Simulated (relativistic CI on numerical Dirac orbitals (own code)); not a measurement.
# Energy levels of Hg⁵³⁺

These numbers are calculated, not measured: Dirac-Coulomb-Breit CI, KLI orbitals optimised for each configuration, a model potential for QED, unscaled Slater integrals (own radial code, finite nucleus).

CI space (outside the closed core [Ne]): 3s2 3p6 3d9, 3s2 3p5 3d10, 3s 3p6 3d10, 3s2 3p6 3d8 4s, 3s2 3p6 3d8 4p, 3s2 3p4 3d10 4s, 3s2 3p6 3d8 4d, 3s2 3p4 3d10 4p, 3s2 3p5 3d9 4s, 3s2 3p6 3d8 4f, 3s2 3p4 3d10 4d, 3s2 3p5 3d9 4p, 3s 3p5 3d10 4s, 3s 3p5 3d10 4p, 3s2 3p6 3d7 4s2, 3s2 3p5 3d9 4d, 3s2 3p6 3d7 4s 4p, 3s 3p6 3d9 4s, 3s 3p5 3d10 4d, 3p6 3d10 4s, 3s2 3p5 3d9 4f, 3s2 3p6 3d8 5s, 3s2 3p6 3d7 4p2, 3s2 3p6 3d7 4s 4d, 3s 3p6 3d9 4p, 3s2 3p6 3d8 5p, 3p6 3d10 4p, 3s2 3p5 3d8 4s2, 3s2 3p6 3d8 5d, 3s2 3p6 3d7 4p 4d, 3p6 3d10 4d, 3s2 3p6 3d8 5f, 3s2 3p5 3d8 4s 4p, 3s 3p6 3d9 4d, 3s2 3p6 3d8 5g, 3s2 3p6 3d7 4d2. Levels of other configurations are missing.

The lowest level is 3s2 3p6 3d9 2D_5/2, with 100 % of that term; Hund's rules for 3s2 3p6 3d9 give 2D with J = 5/2, in agreement.

| No. | Configuration | Term | J | E (Ry) | % | Landé g | jj configuration (%) |
| --- | --- | --- | --- | --- | --- | --- | --- |
| 1 | 3s2 3p6 3d9 | 2D | 5/2 | 0.000 | 100 | 1.187 | 3d5/2^5 (100) |
| 2 | 3s2 3p6 3d9 | 2D | 3/2 | 7.158 | 100 | 0.785 | 3d3/2^3 3d5/2^6 (100) |
| 3 | 3s2 3p5 3d10 | 2P° | 3/2 | 38.565 | 100 | 1.320 | 3p3/2^3 (100) |
| 4 | 3s2 3p5 3d10 | 2P° | 1/2 | 72.084 | 100 | 0.646 | 3p1/2 3p3/2^4 (100) |
| 5 | 3s 3p6 3d10 | 2S | 1/2 | 91.976 | 100 | 1.982 | 3s (100) |
| 6 | 3s2 3p6 3d8 4s | 4F | 9/2 | 144.736 | 86 | 1.290 | 3d5/2^4 4s (99) |
| 7 | 3s2 3p6 3d8 4s | 2F | 7/2 | 144.986 | 62 | 1.113 | 3d5/2^4 4s (99) |
| 8 | 3s2 3p6 3d8 4s | 2D | 5/2 | 145.533 | 48 | 1.340 | 3d5/2^4 4s (100) |
| 9 | 3s2 3p6 3d8 4s | 2D | 3/2 | 145.655 | 50 | 0.998 | 3d5/2^4 4s (100) |
| 10 | 3s2 3p6 3d8 4s | 2S | 1/2 | 147.215 | 51 | 2.021 | 3d5/2^4 4s (99) |
| 11 | 3s2 3p6 3d8 4s | 4F | 7/2 | 151.833 | 75 | 1.201 | 3d3/2^3 3d5/2^5 4s (100) |
| 12 | 3s2 3p6 3d8 4s | 4F | 5/2 | 151.897 | 64 | 0.960 | 3d3/2^3 3d5/2^5 4s (100) |
| 13 | 3s2 3p6 3d8 4s | 4P | 5/2 | 152.615 | 49 | 1.292 | 3d3/2^3 3d5/2^5 4s (100) |
| 14 | 3s2 3p6 3d8 4s | 4P | 3/2 | 152.678 | 30 | 1.093 | 3d3/2^3 3d5/2^5 4s (99) |
| 15 | 3s2 3p6 3d8 4p | 4D° | 7/2 | 152.838 | 47 | 1.267 | 3d5/2^4 4p1/2 (99) |
| 16 | 3s2 3p6 3d8 4p | 2G° | 9/2 | 152.968 | 41 | 1.140 | 3d5/2^4 4p1/2 (99) |
| 17 | 3s2 3p6 3d8 4s | 2G | 9/2 | 153.042 | 86 | 1.129 | 3d3/2^3 3d5/2^5 4s (99) |
| 18 | 3s2 3p6 3d8 4s | 4P | 3/2 | 153.048 | 61 | 1.538 | 3d3/2^3 3d5/2^5 4s (100) |
| 19 | 3s2 3p6 3d8 4s | 2G | 7/2 | 153.097 | 85 | 0.915 | 3d3/2^3 3d5/2^5 4s (99) |
| 20 | 3s2 3p6 3d8 4s | 2P | 1/2 | 153.212 | 67 | 1.314 | 3d3/2^3 3d5/2^5 4s (100) |
| 21 | 3s2 3p6 3d8 4p | 2D° | 3/2 | 153.601 | 30 | 1.266 | 3d5/2^4 4p1/2 (100) |
| 22 | 3s2 3p6 3d8 4p | 2F° | 5/2 | 153.668 | 40 | 1.072 | 3d5/2^4 4p1/2 (100) |
| 23 | 3s2 3p6 3d8 4p | 2P° | 1/2 | 155.266 | 63 | 0.659 | 3d5/2^4 4p1/2 (99) |
| 24 | 3s2 3p6 3d8 4s | 4F | 3/2 | 159.404 | 60 | 0.583 | 3d3/2^2 3d5/2^6 4s (99) |
| 25 | 3s2 3p6 3d8 4s | 2F | 5/2 | 159.506 | 36 | 1.042 | 3d3/2^2 3d5/2^6 4s (100) |
| 26 | 3s2 3p6 3d8 4p | 4G° | 7/2 | 159.940 | 55 | 1.008 | 3d3/2^3 3d5/2^5 4p1/2 (100) |
| 27 | 3s2 3p6 3d8 4p | 4F° | 5/2 | 159.990 | 39 | 1.112 | 3d3/2^3 3d5/2^5 4p1/2 (100) |
| 28 | 3s2 3p6 3d8 4p | 2D° | 3/2 | 160.687 | 25 | 1.187 | 3d3/2^3 3d5/2^5 4p1/2 (99) |
| 29 | 3s2 3p6 3d8 4p | 2D° | 5/2 | 160.813 | 26 | 1.069 | 3d3/2^3 3d5/2^5 4p1/2 (99) |
| 30 | 3s2 3p6 3d8 4p | 4P° | 1/2 | 161.029 | 54 | 1.793 | 3d3/2^3 3d5/2^5 4p1/2 (100) |

Energies count from the lowest computed level; ° marks odd parity. Filled j subshells are mostly left out of the jj labels.

The mean weight of the leading LS term, summed over parents, in these 30 levels is 61 %, and that of the leading jj configuration (from the same eigenvectors) 100 %, so jj coupling describes them better and the LS labels are nominal.

At this charge energies of transitions that change n are usually good to better than 1 %, and those within a shell (Δn = 0) to a few per cent.

LS names give the leading component of a level, which can be under half, so a name can repeat, a term be missing and a line seem to break the LS rules.
